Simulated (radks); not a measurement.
Values are calculated unless marked as measured or tabulated.
Question: Coherent X-ray form factor from a spherical all-electron density. Level of theory: scalar-relativistic Kohn-Sham, PBE, spin-unpolarised, spherical densities, finite nucleus; Fermi nuclear charge, rms radius of each element as measured or else 0.836 A^(1/3) + 0.57 fm (a radial shooting solver on a logarithmic mesh with Libxc functionals).

sin(theta)/lambda (1/angstrom),f0 (electrons)
0.05,23.321
0.1,21.739
0.15,19.921
0.2,18.150
0.25,16.480
0.3,14.926
0.4,12.248
0.5,10.217
0.6,8.786
0.8,7.122
1,6.163
1.25,5.167
1.5,4.220
2,2.727

The species is in the configuration that NIST lists as its ground one. Which atom or ion scatters so?

Answer: Neutral chromium, [Ar] 3d5 4s1. Extrapolating in s^2 from the first two rows gives f0(0) = 23.8, near the electron count 24; among species with that count, the fall with angle is slower the higher Z, and the table is that of Z = 24; from so few rows the species is fixed only to a neighbour or two.
